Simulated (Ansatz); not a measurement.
(LiSH)4 ring (Li₄H₄S₄). Total charge 0; singlet. Geometry r2SCAN-D4/def2-SVP.

| atom | x (Å) | y (Å) | z (Å) |
| --- | --- | --- | --- |
| Li1 | -1.979 | 1.231 | -1.274 |
| Li2 | 0.840 | -1.034 | -2.298 |
| Li3 | 1.975 | -1.234 | 1.274 |
| Li4 | -0.843 | 1.029 | 2.297 |
| S5 | -1.064 | 0.047 | -3.034 |
| S6 | 2.507 | -1.808 | -0.899 |
| S7 | 0.878 | -0.299 | 3.079 |
| S8 | -2.317 | 2.066 | 0.852 |
| H9 | -0.486 | 1.069 | -3.704 |
| H10 | 2.161 | -3.115 | -0.864 |
| H11 | 1.769 | 0.666 | 3.400 |
| H12 | -3.440 | 1.384 | 1.170 |

Another isomer (singlet) lies 0.09 eV lower at PBE0-D4/def2-TZVP; other spin states weren't run for this one.

(1) Estimate the orbital energies around the gap (eV) in Ansatz with PBE-D4/def2-SVP, PBE-D4/def2-TZVP, r2SCAN-D4/def2-TZVP, PBE0-D4/def2-SVP, PBE0-D4/def2-TZVP.

Results:

(1) 
```json
{"orbital": "HOMO−9", "PBE-D4/def2-SVP": "-9.12", "PBE-D4/def2-TZVP": "-9.25", "r2SCAN-D4/def2-TZVP": "-9.63", "PBE0-D4/def2-SVP": "-10.50", "PBE0-D4/def2-TZVP": "-10.61"}
{"orbital": "HOMO−8", "PBE-D4/def2-SVP": "-9.11", "PBE-D4/def2-TZVP": "-9.24", "r2SCAN-D4/def2-TZVP": "-9.62", "PBE0-D4/def2-SVP": "-10.49", "PBE0-D4/def2-TZVP": "-10.60"}
{"orbital": "HOMO−7", "PBE-D4/def2-SVP": "-6.30", "PBE-D4/def2-TZVP": "-6.41", "r2SCAN-D4/def2-TZVP": "-6.69", "PBE0-D4/def2-SVP": "-7.54", "PBE0-D4/def2-TZVP": "-7.63"}
{"orbital": "HOMO−6", "PBE-D4/def2-SVP": "-6.28", "PBE-D4/def2-TZVP": "-6.40", "r2SCAN-D4/def2-TZVP": "-6.67", "PBE0-D4/def2-SVP": "-7.52", "PBE0-D4/def2-TZVP": "-7.62"}
{"orbital": "HOMO−5", "PBE-D4/def2-SVP": "-6.28", "PBE-D4/def2-TZVP": "-6.40", "r2SCAN-D4/def2-TZVP": "-6.67", "PBE0-D4/def2-SVP": "-7.52", "PBE0-D4/def2-TZVP": "-7.62"}
{"orbital": "HOMO−4", "PBE-D4/def2-SVP": "-6.26", "PBE-D4/def2-TZVP": "-6.39", "r2SCAN-D4/def2-TZVP": "-6.65", "PBE0-D4/def2-SVP": "-7.49", "PBE0-D4/def2-TZVP": "-7.60"}
{"orbital": "HOMO−3", "PBE-D4/def2-SVP": "-5.92", "PBE-D4/def2-TZVP": "-6.11", "r2SCAN-D4/def2-TZVP": "-6.38", "PBE0-D4/def2-SVP": "-7.17", "PBE0-D4/def2-TZVP": "-7.33"}
{"orbital": "HOMO−2", "PBE-D4/def2-SVP": "-5.74", "PBE-D4/def2-TZVP": "-5.92", "r2SCAN-D4/def2-TZVP": "-6.19", "PBE0-D4/def2-SVP": "-6.98", "PBE0-D4/def2-TZVP": "-7.13"}
{"orbital": "HOMO−1", "PBE-D4/def2-SVP": "-5.73", "PBE-D4/def2-TZVP": "-5.92", "r2SCAN-D4/def2-TZVP": "-6.19", "PBE0-D4/def2-SVP": "-6.97", "PBE0-D4/def2-TZVP": "-7.12"}
{"orbital": "HOMO", "PBE-D4/def2-SVP": "-5.63", "PBE-D4/def2-TZVP": "-5.81", "r2SCAN-D4/def2-TZVP": "-6.08", "PBE0-D4/def2-SVP": "-6.85", "PBE0-D4/def2-TZVP": "-7.00"}
{"orbital": "LUMO", "PBE-D4/def2-SVP": "-1.32", "PBE-D4/def2-TZVP": "-1.39", "r2SCAN-D4/def2-TZVP": "-0.98", "PBE0-D4/def2-SVP": "-0.79", "PBE0-D4/def2-TZVP": "-0.82"}
{"orbital": "LUMO+1", "PBE-D4/def2-SVP": "-0.65", "PBE-D4/def2-TZVP": "-0.66", "r2SCAN-D4/def2-TZVP": "-0.20", "PBE0-D4/def2-SVP": "-0.11", "PBE0-D4/def2-TZVP": "-0.06"}
{"orbital": "LUMO+2", "PBE-D4/def2-SVP": "-0.65", "PBE-D4/def2-TZVP": "-0.66", "r2SCAN-D4/def2-TZVP": "-0.12", "PBE0-D4/def2-SVP": "-0.11", "PBE0-D4/def2-TZVP": "-0.06"}
{"orbital": "LUMO+3", "PBE-D4/def2-SVP": "-0.09", "PBE-D4/def2-TZVP": "-0.57", "r2SCAN-D4/def2-TZVP": "-0.12", "PBE0-D4/def2-SVP": "0.59", "PBE0-D4/def2-TZVP": "0.12"}
{"orbital": "LUMO+4", "PBE-D4/def2-SVP": "-0.05", "PBE-D4/def2-TZVP": "-0.36", "r2SCAN-D4/def2-TZVP": "0.06", "PBE0-D4/def2-SVP": "0.59", "PBE0-D4/def2-TZVP": "0.26"}
{"orbital": "LUMO+5", "PBE-D4/def2-SVP": "0.18", "PBE-D4/def2-TZVP": "-0.01", "r2SCAN-D4/def2-TZVP": "0.42", "PBE0-D4/def2-SVP": "0.67", "PBE0-D4/def2-TZVP": "0.72"}
```
